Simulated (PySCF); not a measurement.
# Excited states of Li⁺ (lithium, charge +1)

Ground state 1s2, ¹S. Calculation: PySCF 2.14, in aug-cc-pVDZ with one added diffuse shell each of s, p, d type (5s4p3d, 32 functions); no relativity, point nucleus. Vertical excitation energies in eV without spin-orbit coupling; excited terms of each kind are numbered among those the solver found. Frozen: nothing.

```json
{"term": "1 3S", "leading excitation": "1s → s", "EOM-EE-CCSD": "60.847", "measured centre of gravity (NIST)": "59.021 (1s2s)"}
{"term": "1 1S", "leading excitation": "1s → s", "EOM-EE-CCSD": "61.542", "measured centre of gravity (NIST)": "69.280 (1s3s)"}
{"term": "1 3P°", "leading excitation": "1s → p", "EOM-EE-CCSD": "63.107", "measured centre of gravity (NIST)": "61.281 (1s2p)"}
{"term": "1 1P°", "leading excitation": "1s → p", "EOM-EE-CCSD": "63.483", "measured centre of gravity (NIST)": "62.216 (1s2p)"}
{"term": "1 3D", "leading excitation": "1s → d", "EOM-EE-CCSD": "69.858", "measured centre of gravity (NIST)": "n/a"}
{"term": "1 1D", "leading excitation": "1s → d", "EOM-EE-CCSD": "69.861", "measured centre of gravity (NIST)": "n/a"}
{"term": "2 3S", "leading excitation": "1s → s", "EOM-EE-CCSD": "70.059", "measured centre of gravity (NIST)": "n/a"}
{"term": "2 1S", "leading excitation": "1s → s", "EOM-EE-CCSD": "70.101", "measured centre of gravity (NIST)": "n/a"}
{"term": "2 3P°", "leading excitation": "1s → p", "EOM-EE-CCSD": "70.256", "measured centre of gravity (NIST)": "n/a"}
{"term": "2 1P°", "leading excitation": "1s → p", "EOM-EE-CCSD": "70.337", "measured centre of gravity (NIST)": "n/a"}
{"term": "2 3D", "leading excitation": "1s → d", "EOM-EE-CCSD": "74.098", "measured centre of gravity (NIST)": "n/a"}
{"term": "2 1D", "leading excitation": "1s → d", "EOM-EE-CCSD": "74.101", "measured centre of gravity (NIST)": "n/a"}
```

Only the lower part of the computed list is shown. Doubly excited terms such as np² are absent. The solver can miss terms. Rydberg members are limited by the diffuse functions of the basis.
